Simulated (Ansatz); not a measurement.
`F[SiH](F)[O][GeH3]` at its PBE0-D4/def2-TZVP geometry, where that method's forces vanish. The species carries charge 0 and has multiplicity 1.

```xyz
9

F    -0.5371   -0.6012    2.2290
Si    0.2270   -1.1910    0.9701
F     1.7663   -0.9097    1.2340
O    -0.2577   -0.4785   -0.3752
Ge   -0.2906    1.1559   -1.1001
H     0.0047   -2.6381    0.9064
H    -1.6592    1.2704   -1.7775
H    -0.1136    2.1844    0.0246
H     0.8601    1.2078   -2.1111
```

Problem. What forces (eV/Å) does PBE-D4/def2-TZVPP give on these atoms in Ansatz 0.2.0? (Estimate.)

Solution. The calculation gave: 
```
F1  -0.346  0.227  0.543
Si2 -0.077 -0.375 -0.064
F3   0.673  0.090  0.107
O4  -0.206 -0.224 -0.363
Ge5  0.001  0.327 -0.126
H6  -0.038 -0.179 -0.030
H7  -0.151  0.009 -0.075
H8   0.018  0.120  0.122
H9   0.127  0.005 -0.114
```
